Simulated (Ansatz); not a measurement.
CH2N2Si, SMILES `N#C[Si]N` (lower singlet) (charge 0, multiplicity 1). This singlet lies 2.00 eV below the relaxed triplet at the level B3LYP/cc-pVTZ // PBE0-D3(BJ)/def2-TZVP (Ansatz, a first-principles code).

Cartesian coordinates (Å):
SMILES: N#C[Si]N
```xyz
6

N      2.5331    -0.4790    -0.1787
C      1.5417     0.0664     0.0535
Si     0.0407     1.1321     0.5142
N     -1.1059    -0.0025    -0.0179
H     -0.9159    -0.9058    -0.4250
H     -2.0936     0.1888     0.0539
```
Charge 0, spin multiplicity 1.

Problem. Give the natural occupations of the active orbitals, the CASSCF energy and the corrected energy for frozen-core fic-MRCISD+Q@CASSCF(2e,2o)/cc-pVTZ // PBE0-D3(BJ)/def2-TZVP in Ansatz.

Solution. 
| Property | Result |
|---|---|
| natural occupations | 1.93, 0.07 |
| CASSCF energy | -436.9600 Ha |
| corrected energy | -437.5954 Ha |
| weight of the reference | 0.861 |
